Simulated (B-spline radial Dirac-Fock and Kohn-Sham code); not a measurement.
## Atomic SCF run for K

ΔSCF core binding energies without Breit or QED terms, calculated with a radial atomic solver. Keys: rel is the Hamiltonian (dirac, or spin-free x2c and nr, where L3 and M5 stand for the whole 2p and 3d shells), method is hf or an exchange,correlation pair (spin-unpolarised, also for the hole states), nuc the nuclear model, radius_factor scales its radius, rmax is the box in bohr, h the logarithmic mesh step, order the B-spline order, points the quadrature points per cell, c_factor scales the speed of light, and damp, ndamp, maxit and tol steer the iteration. The run stops when the commutator error falls below 10·tol·max(1, Z/10), or the numerical noise floor, and the energy has settled to about 1e-8 Ha; the virial ratio is −V/T.

Input (task.json):

```json
{"items": [{"Z": 19, "q": 0, "cfg": [[1, 0, 2], [2, 0, 2], [2, 1, 6], [3, 0, 2], [3, 1, 6], [4, 0, 1]], "A": 39, "rrms": 3.4349, "do": "settings", "holes": ["K", "L3", "M5"],
  "settings": [{"rel": "dirac", "method": "hf", "nuc": "fermi", "radius_factor": 1.0, "rmax": 45.0, "h": 0.3, "order": 7, "points": 10, "c_factor": 1.0, "maxit": 60, "damp": 0.5, "ndamp": 3, "tol": 1e-08}]}]}
```

Command: `python xray2_run.py task.json out`

Ground-state iterations:

```
iter   energy (Ha)        error
   1     -599.52414199  7.01e-01
   2     -601.24117789  1.24e-01
   3     -601.49028323  4.19e-02
   4     -601.52055330  1.54e-02
   5     -601.52556796  3.94e-03
   6     -601.52592503  5.53e-04
   7     -601.52593698  1.01e-04
   8     -601.52593714  2.67e-06
   9     -601.52593714  2.57e-07
  10     -601.52593714  5.00e-08
```

The ground state converged in 10 iterations, with total energy -601.52594 Ha, virial ratio 1.99214 and highest orbital energy -4.03 eV. ΔSCF binding energies: K (1s) 3618.0 eV, L3 (2p3/2) 300.5 eV. Holes are computed only in closed shells, and unreliable hole states are left out.
